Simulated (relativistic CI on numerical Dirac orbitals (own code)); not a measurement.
A reference radial Dirac CI calculation of Ca2+ gave the lowest total energy -678.88314 Ha in 52 SCF steps, from this input:

```
atom Ca  Z=20  charge=2  electrons=18
nucleus A=40  rms_radius_fm=3.4776
hamiltonian dirac-coulomb  breit=on  qed=on  c_scale=1
orbitals kli  potential=per-configuration
slater_scale 1
correlation none
mixing on
grid step=0.0125 r_max=49.7
scf mixing=0.4 start=green max_iterations=150 tolerance=2e-08 node_fill=0.05
configurations
  [Ne] 3s2 3p6
  [Ne] 3s2 3p5 3d
  [Ne] 3s2 3p4 3d2
  [Ne] 3s2 3p5 4s
  [Ne] 3s 3p6 3d
end
```

One setting was then changed, and the output read:

```
SCF 1: [Ne] 3s2 3p6
 iter      energy (Ha)   residual   last orbital (Ha)
    1      -675.773053   1.29e+00     -2.67654
    2      -678.511293   5.30e-01     -2.10337
    3      -679.088039   4.20e-02     -1.81720
    4      -679.095137   3.02e-02     -1.89406
    5      -679.096826   3.45e-03     -1.86693
    6      -679.096838   2.29e-04     -1.86106
    7      -679.096842   9.08e-05     -1.86128
    8      -679.096846   2.87e-06     -1.86143
    9      -679.096846   7.00e-07     -1.86143
   10      -679.096846   4.23e-09     -1.86143
SCF 2: [Ne] 3s2 3p5 3d
 iter      energy (Ha)   residual   last orbital (Ha)
    1      -674.762011   1.29e+00     -1.43458
    2      -677.542587   5.16e-01     -0.99093
    3      -678.076744   4.71e-02     -0.81752
    4      -678.087055   2.39e-02     -0.85819
    5      -678.088303   2.78e-03     -0.84693
    6      -678.088338   4.63e-05     -0.84360
    7      -678.088341   3.35e-05     -0.84364
    8      -678.088343   2.57e-06     -0.84360
    9      -678.088343   5.46e-07     -0.84360
   10      -678.088343   1.17e-08     -0.84360
SCF 3: [Ne] 3s2 3p4 3d2
 iter      energy (Ha)   residual   last orbital (Ha)
    1      -673.705788   1.28e+00     -1.43458
    2      -676.527754   4.93e-01     -0.98965
    3      -677.017259   5.97e-02     -0.84137
    4      -677.031003   2.33e-02     -0.89668
    5      -677.032783   3.69e-03     -0.88023
    6      -677.032830   2.22e-04     -0.87559
    7      -677.032833   6.48e-05     -0.87576
    8      -677.032837   2.82e-06     -0.87582
    9      -677.032837   8.88e-07     -0.87582
   10      -677.032837   6.01e-09     -0.87582
SCF 4: [Ne] 3s2 3p5 4s
 iter      energy (Ha)   residual   last orbital (Ha)
    1      -675.272502   1.20e+00     -0.89327
    2      -677.474074   5.08e-01     -0.79541
    3      -677.990940   4.30e-02     -0.73836
    4      -677.998750   1.45e-02     -0.73939
    5      -677.999074   3.79e-03     -0.73733
    6      -677.999138   6.84e-05     -0.73525
    7      -677.999141   1.08e-04     -0.73525
    8      -677.999141   5.50e-06     -0.73521
    9      -677.999141   2.10e-07     -0.73521
   10      -677.999141   2.09e-08     -0.73521
   11      -677.999141   3.71e-10     -0.73521
SCF 5: [Ne] 3s 3p6 3d
 iter      energy (Ha)   residual   last orbital (Ha)
    1      -673.811039   1.29e+00     -1.43458
    2      -676.660279   5.09e-01     -0.99941
    3      -677.185282   5.05e-02     -0.83893
    4      -677.197128   2.27e-02     -0.88089
    5      -677.198216   1.90e-03     -0.87059
    6      -677.198241   7.24e-05     -0.86867
    7      -677.198244   2.75e-05     -0.86871
    8      -677.198247   8.74e-07     -0.86873
    9      -677.198247   3.55e-07     -0.86873
   10      -677.198247   3.35e-08     -0.86873
   11      -677.198247   9.44e-11     -0.86873
orbital energies (Ha): 1s -145.9120  2s -16.1930  2p1/2 -13.3542  2p3/2 -13.2187  3s -2.5698  3p1/2 -1.8753  3p3/2 -1.8614
configuration averages (Ha): Dirac-Coulomb, Breit, QED
  3s2 3p6                       -679.096846    0.000000    0.125939
  3s2 3p5 3d                    -678.088343    0.000000    0.125977
  3s2 3p4 3d2                   -677.032837    0.000000    0.126013
  3s2 3p5 4s                    -677.999141    0.000000    0.126117
  3s 3p6 3d                     -677.198247    0.000000    0.125315
levels: no., configuration, term, J, E (cm-1), weight
   1 3s2 3p6                1S   0                0.0  0.97
   2 3s2 3p5 3d             3P*  0           222498.8  1.00
   3 3s2 3p5 3d             3P*  1           223019.7  1.00
   4 3s2 3p5 3d             3P*  2           224073.7  1.00
   5 3s2 3p5 3d             3F*  4           231862.0  1.00
   6 3s2 3p5 3d             3F*  3           233007.8  0.99
   7 3s2 3p5 3d             3F*  2           234008.1  0.99
   8 3s2 3p5 3d             3D*  3           248746.3  0.82
   9 3s2 3p5 3d             1D*  2           249106.4  0.58
  10 3s2 3p5 3d             3D*  1           249862.7  1.00
  11 3s2 3p5 3d             3D*  2           250045.9  0.58
  12 3s2 3p5 3d             1F*  3           251072.5  0.82
  13 3s2 3p5 4s             3P*  2           261459.2  1.00
  14 3s2 3p5 4s             3P*  1           262979.7  0.85
lowest total energy -679.073965 Ha
end: converged
```

(1) Which setting was changed?
A. Breit term
B. Slater scale
C. configuration list
D. start potential

## Answers

(1) A. The Breit term off.
